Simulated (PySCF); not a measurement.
Compound: (Cl3Sn)2S.
Bonds: Sn1–Cl2, Sn1–Cl3, Sn1–Cl4, Sn1–S5, S5–Sn6, Sn6–Cl7, Sn6–Cl8, Sn6–Cl9.

Level of theory: PBE0-D3(BJ)/def2-SVP geometry optimisation, gas phase, def2 core potentials past Kr (PySCF).

Question: How far are the bound atoms from Sn1?

Answer: 4 atoms: Cl4 2.317 Å, Cl2 2.318 Å, Cl3 2.319 Å, S5 2.409 Å. The nearest atom not counted as bound is Cl7, at 3.68 Å.

Question: List the angles at Sn1.

Answer: 
```tsv
angle	degrees	distance of the outer atoms (Å)
Cl2–Sn1–Cl3	112.6	3.86
Cl2–Sn1–S5	112.2	3.92
Cl3–Sn1–S5	111.8	3.92
Cl3–Sn1–Cl4	107.1	3.73
Cl2–Sn1–Cl4	106.6	3.72
Cl4–Sn1–S5	106.1	3.78
```

Question: What is the shape at Sn1?

Answer: Tetrahedral: angles from 106.1° to 112.6°; τ4 = (360° − α − β)/141° = 0.96 with α and β the two widest (0 for a square, 1 for a tetrahedron).

Question: What are the other bond lengths?

Answer: S5–Sn6 2.400 Å.

Question: Give some angles away from the centre.

Answer: Sn1–S5–Sn6 100.8°, S5–Sn6–Cl7 110.5°, Cl7–Sn6–Cl8 108.9°.

Point group: near Cs, missed by 0.34 Å at most; the miss may be what the optimiser left on a soft mode. Charge 0, singlet. Whether it is a minimum is left open (no frequencies).

Hardware: one thread, Arm Neoverse V2 (aarch64), no GPU (shared host). Cost: 5.8 min, 1.1 GiB resident at most. That covers the optimisation of the geometry.
